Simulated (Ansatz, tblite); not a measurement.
Removing an electron: cyclo-(H2SnS)2 (Sn2H4S2). Total charge 0; singlet. Geometry: PBE-D4/def2-SVP. Ansatz, gas phase; energy differences of separate SCF runs; the oxidised species was run as a doublet alone.

| atom | x (Å) | y (Å) | z (Å) |
| --- | --- | --- | --- |
| Sn1 | -1.262 | 0.016 | 1.055 |
| H2 | -2.052 | 1.458 | 1.598 |
| H3 | -1.954 | -1.409 | 1.752 |
| S4 | -1.175 | -0.113 | -1.404 |
| Sn5 | 1.262 | -0.016 | -1.055 |
| H6 | 2.048 | -1.461 | -1.595 |
| H7 | 1.957 | 1.407 | -1.755 |
| S8 | 1.175 | 0.118 | 1.403 |

In the def2 sets Sn takes a core potential; there is no spin–orbit coupling. The xTB rows come from tblite. Correlated methods freeze 18 core orbitals; core or outer-core shells of Sn are correlated, in sets that lack core-valence functions. The rows differ in basis, and correlated rows in double-zeta sets carry the largest basis error. HOMO above LUMO, or a gap near zero within one spin, warns that the state may not be the lowest or that an electron is smeared out.

Q: Estimate orbital energies and vertical ionisation energies at: GFN1-xTB; GFN2-xTB; HF/def2-SVP; PBE-D4/def2-TZVP; r2SCAN-D4/def2-TZVP; PBE0-D4/def2-TZVP; MP2/def2-SVP; CCSD/def2-SVP; CCSD(T)/def2-SVP.

A: 
| level | −HOMO (eV) | vertical IE (eV) | −LUMO (eV) | HOMO–LUMO gap (eV) | remarks |
| --- | --- | --- | --- | --- | --- |
| GFN1-xTB | 10.86 | 13.73 | 7.08 | 3.78 | – |
| GFN2-xTB | 10.79 | 13.41 | 8.60 | 2.18 | – |
| HF/def2-SVP | – | 8.20 | – | – | – |
| PBE-D4/def2-TZVP | 6.07 | 8.56 | 2.40 | 3.67 | gap within one spin near zero (+1 doublet) |
| r2SCAN-D4/def2-TZVP | 6.35 | 8.75 | 2.20 | 4.15 | gap within one spin near zero (+1 doublet) |
| PBE0-D4/def2-TZVP | 7.25 | 8.98 | 1.55 | 5.70 | – |
| MP2/def2-SVP | – | 8.97 | – | – | – |
| CCSD/def2-SVP | – | 8.80 | – | – | – |
| CCSD(T)/def2-SVP | – | 8.82 | – | – | – |

Relaxing the oxidised species (PBE-D4/def2-SVP) changes its energy by -0.02 eV at PBE-D4/def2-TZVP, so the adiabatic ionisation energy to this nearest minimum is 8.54 eV. At PBE0-D4/def2-TZVP it is 8.96 eV. The gap within one spin of the relaxed charge 1 doublet nearly closes, so an electron or hole may be smeared out by delocalisation error.    Raw xTB energy differences between charge states are shifted by several eV; the methods need an empirical correction for them.
